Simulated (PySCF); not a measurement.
Excitation energy of N²⁺ by level of theory

N²⁺ [He] 2s2 2p1 (2P) → N²⁺ [He] 2s1 2p1 3d1 (high-spin determinant), as a difference of total energies. Calculation: PySCF 2.14, in x2c-TZVPPall with one added diffuse shell each of s, p, d type (6s4p3d1f, 40 functions); scalar relativity by spin-free X2C-1e. Correlated levels: valence and next inner shell: nothing frozen. The calculations carry no spin-orbit coupling.

```csv
method,excitation energy (cm⁻¹)
UHF,316680
MP2 (valence and next inner shell),327370
SCS-MP2 (valence and next inner shell),330220
CCSD (valence and next inner shell),331590
CCSD(T) (valence and next inner shell),331350
```

The promoted electron is Rydberg-like, and one or two diffuse shells describe it only roughly, which tends to raise the upper state.

The coupled-cluster amplitudes are large for the upper state (T1 above 0.03 or a double amplitude above 0.15), so a single reference is strained.

The determinant of the upper state mixes LS terms, which raises its energy above the lowest term, most at the Hartree-Fock and MP2 levels.
